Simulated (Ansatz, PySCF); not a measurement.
C₄H₅IO₂, SMILES C=C(I)C(=O)OC. Atoms are numbered in the order given.

```xyz
12

C     -0.8772     0.0672     2.1918
C     -0.2248    -0.0233     1.0287
I     -1.2051     0.3832    -0.8119
C      1.2236    -0.4182     1.0205
O      1.8412    -0.6625     2.0303
O      1.7501    -0.4703    -0.2053
C      3.1262    -0.8403    -0.2843
H     -0.3292    -0.1517     3.1131
H     -1.9289     0.3498     2.2535
H      3.7521    -0.1245     0.2694
H      3.2828    -1.8427     0.1413
H      3.3823    -0.8307    -1.3502
```

Coordinates come from a B3LYP-D3(BJ)/def2-SVP optimisation. The def2 effective core potentials stand for the cores of I; spin–orbit coupling is left out. The values are those of a single conformer.

Two levels are set side by side: PBE-D3(BJ)/def2-SVP (Ansatz, a program for electronic structure) and B3LYP-D3(BJ)/def2-SVP (Ansatz). Each level has its own optimised geometry; the coordinates shown are those of the second. Frequencies come from the Hessian of PySCF at each geometry. Differences are taken from unrounded values.

```
quantity                            B3LYP-D3(BJ)
----------------------------------  ------------
mean bond length (Å)                       1.310
bond C1–C2 (Å)                             1.337
bond C2–I3 (Å)                             2.125
bond C2–C4 (Å)                             1.501
bond C4–O5 (Å)                             1.209
bond C4–O6 (Å)                             1.335
bond O6–C7 (Å)                             1.427
bond C1–H8 (Å)                             1.094
bond C1–H9 (Å)                             1.091
bond C7–H10 (Å)                            1.100
bond C7–H11 (Å)                            1.100
bond C7–H12 (Å)                            1.096
highest harmonic wavenumber (cm⁻¹)          3262
mean harmonic wavenumber (cm⁻¹)             1242
zero-point energy (kcal/mol)               53.26
```

**Question.** What does PBE-D3(BJ) give, and how far is it from B3LYP-D3(BJ)? (The exact figures need the calculation; the answer reports its results.)

**Answer.** 
```
quantity                            PBE-D3(BJ)  PBE-D3(BJ) minus B3LYP-D3(BJ)
----------------------------------  ----------  -----------------------------
mean bond length (Å)                     1.318                          0.007
bond C1–C2 (Å)                           1.346                          0.010
bond C2–I3 (Å)                           2.125                          0.001
bond C2–C4 (Å)                           1.503                          0.001
bond C4–O5 (Å)                           1.219                          0.011
bond C4–O6 (Å)                           1.347                          0.011
bond O6–C7 (Å)                           1.432                          0.005
bond C1–H8 (Å)                           1.102                          0.008
bond C1–H9 (Å)                           1.099                          0.008
bond C7–H10 (Å)                          1.109                          0.008
bond C7–H11 (Å)                          1.109                          0.008
bond C7–H12 (Å)                          1.104                          0.008
highest harmonic wavenumber (cm⁻¹)        3200                            -62
mean harmonic wavenumber (cm⁻¹)           1205                            -37
zero-point energy (kcal/mol)             51.66                          -1.60
```

GGA bonds tend to be longer and softer than those of functionals with exact exchange. Differences between two approximate levels are no errors against the true value.
